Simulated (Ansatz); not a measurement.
```yaml
crystal:
  periodic: [false, false, false]
  atoms:
    - {symbol: O, position_ang: [1.147612, -1.571389, 0.887848]}
    - {symbol: Si, position_ang: [-0.132921, -0.848714, 0.209934]}
    - {symbol: O, position_ang: [-0.591318, 0.637147, 0.803086]}
    - {symbol: C, position_ang: [-0.357300, 1.174506, -0.498672]}
    - {symbol: O, position_ang: [0.113868, 0.017455, -1.189562]}
    - {symbol: H, position_ang: [1.951045, -1.062276, 1.013844]}
    - {symbol: H, position_ang: [-1.162957, -1.896740, 0.171337]}
    - {symbol: H, position_ang: [0.406213, 1.958369, -0.472243]}
    - {symbol: H, position_ang: [-1.285842, 1.545242, -0.942573]}
basis:
  gaussian: {orbitals: pcseg-2}
total_charge: 1
magnetization: {spin_polarized: true, initial_magnetization: 1}
hamiltonian: {xc: {name: LC-wPBE}}
output: {forces: true}
```

```sh
$ ansatz run in.yaml --threads 2 --pin off --events-out ev --progress --plain --max-ram 4352MiB
```

It prints (some lines left out):

```
Functional definition: LC-wPBE
1088 factors; their error is unknown
335 factors; integrals over basis functions are off by at most 4.9e-5 eV
mean field evaluation 1: about -15096.0284 eV, gradient 6.5e1 eV
mean field evaluation 2: about -15094.5588 eV, gradient 6.9e1 eV
mean field evaluation 4: about -15109.5182 eV, gradient 2.5e0 eV
mean field evaluation 8: about -15109.5605 eV, gradient 2.3e-1 eV
mean field evaluation 16: about -15109.5119 eV, gradient 4.1e-3 eV
mean field evaluation 32: about -15109.5119 eV, gradient 6.2e-6 eV
mean field -15109.51188935 eV, -555.2643203387 hartree, gradient 6.2e-6 eV, S^2 0.755800; 4 other end points of the search recorded, 0 dependent functions left out
reference -15109.51188936 eV, -555.2643203389 hartree; 24, 23 occupied and 186, 187 virtual orbitals, 1088 factors
Total energy: -15109.51188936 eV, -555.2643203389 hartree
Atom 0 at     1.147612    -1.571389     0.887848 Å, force    -0.831888     1.087230    -0.632517 eV/Å
Atom 1 at    -0.132921    -0.848714     0.209934 Å, force     1.079650    -3.527952     1.479248 eV/Å
Atom 2 at    -0.591318     0.637147     0.803086 Å, force    -0.022609     2.339035    -1.302854 eV/Å
Atom 3 at    -0.357300     1.174506    -0.498672 Å, force     0.167863    -4.012910     1.307371 eV/Å
Atom 4 at     0.113868     0.017455    -1.189562 Å, force    -0.351293     2.627877    -0.374120 eV/Å
Atom 5 at     1.951045    -1.062276     1.013844 Å, force     0.359285    -0.167125     0.179124 eV/Å
Atom 6 at    -1.162957    -1.896740     0.171337 Å, force    -0.321922     0.428472    -0.247180 eV/Å
Atom 7 at     0.406213     1.958369    -0.472243 Å, force     0.352146     0.681513    -0.087323 eV/Å
Atom 8 at    -1.285842     1.545242    -0.942573 Å, force    -0.431231     0.543860    -0.321748 eV/Å
Dipole moment:    -0.075922     0.682165    -0.239018 e Å
```

It took 42 s on 2 threads of an Intel Xeon Platinum 8259CL on a shared host, with 0.67 GiB of host memory at the peak.
